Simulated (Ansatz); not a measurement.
Geometry optimisation of `C[CH2][InH][NH2]`.

```yaml
crystal:
  periodic: [false, false, false]
  atoms:
    - {symbol: C, position_ang: [-1.332110, -0.861148, -0.298634]}
    - {symbol: C, position_ang: [-0.070383, -1.234059, 0.482796]}
    - {symbol: In, position_ang: [1.412271, 0.375190, 0.552157]}
    - {symbol: N, position_ang: [0.783130, 2.026294, -0.478957]}
    - {symbol: H, position_ang: [-1.106585, -0.614041, -1.357108]}
    - {symbol: H, position_ang: [-1.845477, 0.022307, 0.135215]}
    - {symbol: H, position_ang: [-2.072923, -1.691010, -0.311723]}
    - {symbol: H, position_ang: [-0.305560, -1.505076, 1.533625]}
    - {symbol: H, position_ang: [0.433694, -2.120654, 0.043385]}
    - {symbol: H, position_ang: [2.979573, 0.562198, 1.279147]}
    - {symbol: H, position_ang: [1.314240, 2.893452, -0.579239]}
    - {symbol: H, position_ang: [-0.112871, 2.091447, -0.966663]}
basis:
  gaussian: {orbitals: def2-TZVP}
hamiltonian: {xc: pbe0, dispersion: d4}
relax: {f_tol: 0.005, max_steps: 150}
```

```sh
$ ansatz run in.yaml --threads 4 --pin off --events-out ev --progress --plain --max-ram 10444MiB
```

Shortened log:

```
Functional definition: PBE0
mean field -8865.07024862 eV, -325.7853226765 hartree, gradient 2.0e-5 eV, S^2 0.000000; 0 other end points of the search recorded, 0 dependent functions left out
relax step   1: F+E_penalty+E_count = -8865.25077609 eV  Δ(F+E_penalty+E_count) = +0.000e0 eV  max|allowed force component| = 6.014e-1 eV/Å  Δτ_max = 0.0000 Å  (29 SCF iters, accepted)
mean field -8865.11677891 eV, -325.7870326330 hartree, gradient 1.2e-5 eV, S^2 0.000000; 0 other end points of the search recorded, 0 dependent functions left out
relax step   2: F+E_penalty+E_count = -8865.29955928 eV  Δ(F+E_penalty+E_count) = -4.878e-2 eV  max|allowed force component| = 1.672e-1 eV/Å  Δτ_max = 0.0716 Å  (32 SCF iters, accepted)
mean field -8865.12119009 eV, -325.7871947409 hartree, gradient 1.2e-5 eV, S^2 0.000000; 0 other end points of the search recorded, 0 dependent functions left out
relax step   3: F+E_penalty+E_count = -8865.30340155 eV  Δ(F+E_penalty+E_count) = -3.842e-3 eV  max|allowed force component| = 6.188e-2 eV/Å  Δτ_max = 0.0299 Å  (32 SCF iters, accepted)
mean field -8865.12187350 eV, -325.7872198556 hartree, gradient 1.2e-5 eV, S^2 0.000000; 0 other end points of the search recorded, 0 dependent functions left out
relax step   4: F+E_penalty+E_count = -8865.30401756 eV  Δ(F+E_penalty+E_count) = -6.160e-4 eV  max|allowed force component| = 9.818e-3 eV/Å  Δτ_max = 0.0163 Å  (33 SCF iters, accepted)
mean field -8865.12190913 eV, -325.7872211653 hartree, gradient 1.2e-5 eV, S^2 0.000000; 0 other end points of the search recorded, 0 dependent functions left out
relax step   5: F+E_penalty+E_count = -8865.30402927 eV  Δ(F+E_penalty+E_count) = -1.171e-5 eV  max|allowed force component| = 1.086e-2 eV/Å  Δτ_max = 0.0016 Å  (34 SCF iters, accepted)
mean field -8865.12196279 eV, -325.7872231369 hartree, gradient 1.2e-5 eV, S^2 0.000000; 0 other end points of the search recorded, 0 dependent functions left out
relax step   6: F+E_penalty+E_count = -8865.30398994 eV  Δ(F+E_penalty+E_count) = +3.932e-5 eV  max|allowed force component| = 1.397e-2 eV/Å  Δτ_max = 0.0230 Å  (32 SCF iters, rejected (line search))
mean field -8865.12210896 eV, -325.7872285086 hartree, gradient 1.2e-5 eV, S^2 0.000000; 0 other end points of the search recorded, 0 dependent functions left out
relax step   7: F+E_penalty+E_count = -8865.30412545 eV  Δ(F+E_penalty+E_count) = -9.618e-5 eV  max|allowed force component| = 1.592e-3 eV/Å  Δτ_max = 0.0110 Å  (33 SCF iters, accepted)
mean field -8865.12210896 eV, -325.7872285086 hartree, gradient 1.2e-5 eV, S^2 0.000000; 1 other end points of the search recorded, 0 dependent functions left out
Total energy: -8865.30417151 eV, -325.7939191841 hartree
Atom 0 at    -1.324312    -0.861392    -0.296246 Å, force    -0.000554    -0.001297    -0.000409 eV/Å
Atom 1 at    -0.062963    -1.214127     0.480613 Å, force     0.000089    -0.000036     0.000554 eV/Å
Atom 2 at     1.386011     0.382220     0.534451 Å, force     0.001280     0.001592    -0.000156 eV/Å
Atom 3 at     0.780917     2.019416    -0.476330 Å, force    -0.000018     0.000841    -0.000279 eV/Å
Atom 4 at    -1.103714    -0.615749    -1.338454 Å, force     0.000001    -0.000356    -0.000148 eV/Å
Atom 5 at    -1.837919     0.002610     0.133727 Å, force    -0.000023    -0.000210     0.000540 eV/Å
Atom 6 at    -2.040003    -1.690467    -0.304945 Å, force    -0.000240    -0.000393    -0.000483 eV/Å
Atom 7 at    -0.300888    -1.480535     1.514515 Å, force    -0.000302     0.000548    -0.000099 eV/Å
Atom 8 at     0.428411    -2.092408     0.051901 Å, force    -0.000078    -0.000065     0.000074 eV/Å
Atom 9 at     2.935119     0.533225     1.259996 Å, force    -0.000838    -0.000738    -0.000277 eV/Å
Atom 10 at     1.315451     2.867082    -0.566491 Å, force     0.001072    -0.000103    -0.000137 eV/Å
Atom 11 at    -0.099111     2.095024    -0.958736 Å, force    -0.000390     0.000216     0.000820 eV/Å
Dipole moment:    -0.109851    -0.073533    -0.024759 e Å
```

Hardware: 4 threads of an INTEL XEON PLATINUM 8581C on a shared host. Wall time 13 s, peak host memory 0.51 GiB.
